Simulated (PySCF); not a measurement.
Cards and structures have been mixed up. Pair them.

Structures:
1. `C#CC1=C(F)OC(=O)C1`
2. `CC[C@@H]1CO[C@@H](F)O1`
3. `CC[Si@@H](O)P`
4. `O=S(=O)(Cl)C1=CC=CS1`
5. `O=C(Cl)c1ccccc1`

Card P (geometry GFN2-xTB):
- Rotational constants A, B, C: 4.953, 1.272, 1.167 GHz
- Static isotropic polarisability (PBE0/def2-SVPD): 66.5 au
- 13C chemical shifts (computed TMS as zero) by class (GIAO PBE0/pcSseg-1): 124.6 (1 C), 81.0 (1 C), 71.0 (1 C), 33.0 (1 C), 11.8 (1 C) ppm
- Dipole moment (PBE0/def2-SVPD): 2.89 D
- Lowest singlet excitation (TDDFT PBE0/def2-SVPD): 7.75 eV (160 nm, f = 0.005)
- Strongest line among the 6 lowest singlet transitions (TDDFT PBE0/def2-SVPD): S5 at 8.73 eV (142 nm, f = 0.013)
- Lowest triplet excitation (Tamm–Dancoff) (TDA PBE0/def2-SVPD): 7.64 eV

Card Q (geometry GFN2-xTB):
- Rotational constants A, B, C: 1.950, 0.761, 0.733 GHz
- Static isotropic polarisability (wB97X-D/def2-SVPD): 101.5 au
- Strongest line among the 8 lowest singlet transitions (TDDFT wB97X-D/def2-SVPD): S1 at 5.15 eV (241 nm, f = 0.154)
- Dipole moment (wB97X-D/def2-SVPD): 5.27 D
- Lowest singlet excitation (TDDFT wB97X-D/def2-SVPD): 5.15 eV (241 nm, f = 0.154)
- Point group: C1
- HOMO energy (wB97X-D/def2-SVPD): -9.86 eV

Card R (geometry GFN2-xTB):
- Rotational constants A, B, C: 4.841, 1.711, 1.377 GHz
- Static isotropic polarisability (wB97X-D/def2-SVPD): 81.9 au
- HOMO energy (wB97X-D/def2-SVPD): -9.11 eV
- Dipole moment (wB97X-D/def2-SVPD): 1.00 D
- Lowest singlet excitation (TDDFT wB97X-D/def2-SVPD): 6.42 eV (193 nm, f = 0.016)
- Point group: C1

Card S (geometry GFN2-xTB):
- Rotational constants A, B, C: 3.173, 0.950, 0.731 GHz
- Static isotropic polarisability (wB97X-D/def2-SVPD): 96.9 au
- Lowest triplet excitation (Tamm–Dancoff) (TDA wB97X-D/def2-SVPD): 3.78 eV
- Strongest line among the 8 lowest singlet transitions (TDDFT wB97X-D/def2-SVPD): S7 at 6.87 eV (180 nm, f = 0.523)
- HOMO energy (wB97X-D/def2-SVPD): -9.83 eV

Card T (geometry GFN2-xTB):
* Rotational constants A, B, C: 3.085, 1.276, 0.908 GHz
* Static isotropic polarisability (PBE0/def2-SVPD): 75.6 au
* Dipole moment (PBE0/def2-SVPD): 3.02 D
* 13C chemical shifts (computed TMS as zero) by class (GIAO PBE0/pcSseg-1): 173.6 (1 C), 171.9 (1 C), 93.5 (1 C), 77.7 (1 C), 75.5 (1 C), 42.7 (1 C) ppm
* Lowest triplet excitation (Tamm–Dancoff) (TDA PBE0/def2-SVPD): 3.39 eV
* Strongest line among the 6 lowest singlet transitions (TDDFT PBE0/def2-SVPD): S4 at 5.84 eV (212 nm, f = 0.156)

All species are isolated and taken at one optimised geometry, non-relativistic unless stated. Electronic properties by PySCF. NMR classes are plain means over equivalent atoms (diastereotopic ones count apart unless rotation or inversion swaps them), as if these changed places fast.

Task: Which card belongs to which structure?

Result: P = 2, Q = 4, R = 3, S = 5, T = 1. What ties each card to its structure:
- 1 (card T), C6H3FO2, monoisotopic mass 126.0 u, 9 heavy atoms: 6 C in 6 classes; the least shielded carbon (173.6 ppm) is a vinylic C–F carbon; an asymmetric top with C = 0.908 GHz; polarisability 75.6 au for 64 electrons; dipole 3.02 D.
- 2 (card P), C5H9FO2, monoisotopic mass 120.1 u, 8 heavy atoms: 5 C in 5 classes; the least shielded carbon (124.6 ppm) is an sp3 carbon bearing two oxygens; an asymmetric top with C = 1.167 GHz; polarisability 66.5 au for 64 electrons; dipole 2.89 D.
- 3 (card R), C2H9OPSi, monoisotopic mass 108.0 u, 5 heavy atoms: an asymmetric top with C = 1.377 GHz, the highest such constant on the cards; polarisability 81.9 au for 58 electrons; dipole 1.00 D.
- 4 (card Q), C4H3ClO2S2, monoisotopic mass 181.9 u, 9 heavy atoms: an asymmetric top with C = 0.733 GHz; polarisability 101.5 au for 92 electrons; dipole 5.27 D.
- 5 (card S), C7H5ClO, monoisotopic mass 140.0 u, 9 heavy atoms: an asymmetric top with C = 0.731 GHz, the lowest such constant on the cards; polarisability 96.9 au for 72 electrons.
